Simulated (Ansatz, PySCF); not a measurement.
The pair A = NH3 (SMILES N) (first 4 atoms), B = Si2H6 (SMILES [SiH3][SiH3]); geometry from B3LYP-D3(BJ)/def2-TZVP.
(charge 0, multiplicity 1):
```
atom    x (Å)    y (Å)   z (Å)
----  -------  -------  ------
N     -0.4125   0.1890  0.9608
H     -0.3598  -0.6942  0.4668
H     -1.3615   0.5340  0.8745
H      0.1981   0.8436  0.4856
Si     0.2186  -1.1891  3.7163
Si     0.3356   1.1452  3.8724
H      0.5069  -1.8193  5.0337
H      1.2140  -1.7163  2.7526
H     -1.1348  -1.6337  3.3057
H      0.6695   1.5692  5.2595
H     -0.9617   1.7732  3.5239
H      1.3884   1.6922  2.9828
```

Correlated levels freeze the cores.

Run with Ansatz (a program for electronic structure); PySCF for the dispersion terms. 

The monomers are drawn apart, rigid, along the line of their centres of mass. Counterpoise-corrected interaction energies (kcal/mol):

```
level                    R = 4.248 Å  R = 5.506 Å
-----------------------  -----------  -----------
PBE/def2-TZVPPD              -1.1970      -0.3186
PBE-D3(BJ)/def2-TZVPPD       -1.7208      -0.4546
wB97M-V/def2-TZVPPD          -1.6680      -0.4547
CCSD(T)/aug-cc-pV(D+d)Z      -1.6448      -0.4477
```

### Question
R is the distance of the centres of mass. Find the local exponent m of E ∝ R⁻ᵐ between the two points.

### Answer

m = ln(E₁/E₂)/ln(R₂/R₁): PBE/def2-TZVPPD 5.1; PBE-D3(BJ)/def2-TZVPPD 5.1; wB97M-V/def2-TZVPPD 5.0; CCSD(T)/aug-cc-pV(D+d)Z 5.0. For scale, two fixed dipoles give m = 3, dipole and quadrupole 4, quadrupoles 5, and dispersion or dipole-induced dipole 6 at long range; at these distances several terms mix, and what is left of overlap and damping shifts m, so it need not match one of them.
